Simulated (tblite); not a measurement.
Species: C7H14P2.
Structure used (GFN2-xTB), in Å, numbered top down from 1:
```xyz
23
C7H14P2 angstrom
C     -2.454   -0.914    0.828
C     -1.897   -0.135   -0.090
C     -2.528    0.091   -1.432
P     -0.404    0.884    0.222
C      0.435   -0.116    1.548
C      1.873    0.342    1.753
P      3.042   -0.024    0.356
C      2.088    0.727   -1.051
C      0.643    0.264   -1.192
H     -3.376   -1.440    0.630
H     -2.030   -1.063    1.805
H     -1.988   -0.456   -2.205
H     -3.563   -0.245   -1.437
H     -2.497    1.150   -1.689
H     -0.119    0.036    2.480
H      0.398   -1.178    1.287
H      2.296   -0.140    2.642
H      1.910    1.423    1.925
H      2.572   -1.329    0.141
H      2.649    0.492   -1.962
H      2.128    1.813   -0.918
H      0.588   -0.829   -1.240
H      0.230    0.674   -2.118
```

Level: GFN2-xTB in tblite, geometry and Hessian alike; calculated harmonic values, unscaled, isolated species. Against measured fundamentals such values can be off by several per cent, at times by over 20. Modes of hydrogen on phosphorus can be 10 to 20 % off. One conformer, not necessarily the lowest.

Harmonic wavenumbers (cm⁻¹): 46.4, 83.4, 123.3, 155.9, 192.3, 202.3, 241.1, 290.2, 299.6, 336.2, 379.4, 422.7, 465.0, 632.2, 649.2, 662.5, 675.1, 687.1, 696.8, 762.4, 789.8, 805.4, 849.1, 886.4, 903.6, 943.9, 947.8, 1000.9, 1031.5, 1052.0, 1054.0, 1083.1, 1098.1, 1135.1, 1164.3, 1189.5, 1244.8, 1254.9, 1271.9, 1275.6, 1394.1, 1412.5, 1431.2, 1438.3, 1443.8, 1448.7, 1477.2, 1483.0, 1678.1, 2227.9, 2909.5, 2916.7, 2917.7, 2923.4, 2929.8, 2933.9, 2940.3, 2940.8, 2995.3, 3008.2, 3027.0, 3079.5, 3127.7.

A = 2342, B = 736.2, C = 621.3 MHz; mass 160.057 u (most abundant isotopes); point group C1, symmetry number 1.

**Question.** Zero-point energy?

**Answer.** Half the sum of the wavenumbers: 41535 cm⁻¹ = 118.75 kcal/mol.

**Question.** Entropy at 298.15 K, 1 bar (ideal gas, RRHO, classical rotation)?

**Answer.** Translation 41.15, rotation 30.08, vibration 31.63: S = 102.9 cal/(mol K).

**Question.** And Cp and H(298.15 K) − H(0)?

**Answer.** Cp = 44.36 cal/(mol K), of which vibrations give 36.41 (their classical limit is 63 R = 125.2); H(298.15 K) − H(0) = 7.57 kcal/mol without the zero-point energy, 5.20 from vibrations.

**Question.** How do the functions run with temperature in this model?

**Answer.** 
| T (K) | S (cal/(mol K)) | Cp (cal/(mol K)) | H − H(0) (kcal/mol) | G − H(0) (kcal/mol) | ln q(vib) |
| --- | --- | --- | --- | --- | --- |
| 150 | 79.7 | 25.5 | 2.42 | -9.54 | 2.90 |
| 250 | 95.6 | 38.0 | 5.58 | -18.32 | 5.74 |
| 400 | 117.7 | 57.1 | 12.75 | -34.34 | 10.18 |
| 600 | 144.8 | 76.5 | 26.23 | -60.64 | 16.22 |
| 900 | 179.6 | 94.9 | 52.17 | -109.46 | 24.94 |

q(vib) and H(0) count from the zero-point level.

**Question.** Which modes carry the vibrational entropy at 298.15 K?

**Answer.** 46.4 cm⁻¹: 4.97; 83.4 cm⁻¹: 3.81; 123.3 cm⁻¹: 3.05; 155.9 cm⁻¹: 2.60; 192.3 cm⁻¹: 2.21; 202.3 cm⁻¹: 2.11 cal/(mol K); the other 57 give 12.89 together.

**Question.** Blend soft modes into free rotors: weight 1/[1 + (100 cm⁻¹/ν̃)⁴] for the oscillator and the rest for a rotor with moment μB/(μ + B), μ = h/(8π²ν), B = 10⁻⁴⁴ kg m². What vibrational entropy results?

**Answer.** 29.70 cal/(mol K) in place of 31.63, which changes −T·S at 298.15 K by +0.58 kcal/mol.

**Question.** What must be added to the electronic energy to get the Gibbs energy at 298.15 K and 1 bar?

**Answer.** ZPE + [H(298.15 K) − H(0)] − T·S = 118.75 + 7.57 − 30.67 = 95.65 kcal/mol.

Hindered rotation and anharmonicity are outside this model. Other conformers, if any are populated, would add a mixing term that is left out. The structure is chiral; the term R ln 2 for an equal mix with its mirror image is left out.
